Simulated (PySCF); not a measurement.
FH2NPb, SMILES [NH2][Pb][F] (connectivity only; charge and spin as stated), neutral, multiplicity 1. Geometry: B3LYP-D3(BJ)/def2-TZVP. The def2 effective core potentials stand for the cores of Pb; spin–orbit coupling is left out. One conformer was computed; it need not be the lowest.

Computed with B3LYP-D3(BJ)/def2-TZVP (PySCF).

Harmonic wavenumbers (cm⁻¹): 152, 284, 428, 496, 542, 590, 1520, 3522, 3640. Rotational constants (GHz): 7.529, 6.134, 3.380; symmetry number 1.

**Question.** Work out the zero-point energy and the ideal-gas rigid-rotor harmonic-oscillator thermochemistry at 298.15 K and 1 atm.

**Answer.** ZPE = ½ Σ hcν = ½ × 11174 cm⁻¹ = 15.97 kcal/mol. H − E(el) = 19.57 kcal/mol. Entropy in cal/(mol K): translation 42.36, rotation 25.14, vibration 6.73, total 74.22. G − E(el) = -2.56 kcal/mol. Cp = 16.50 cal/(mol K).
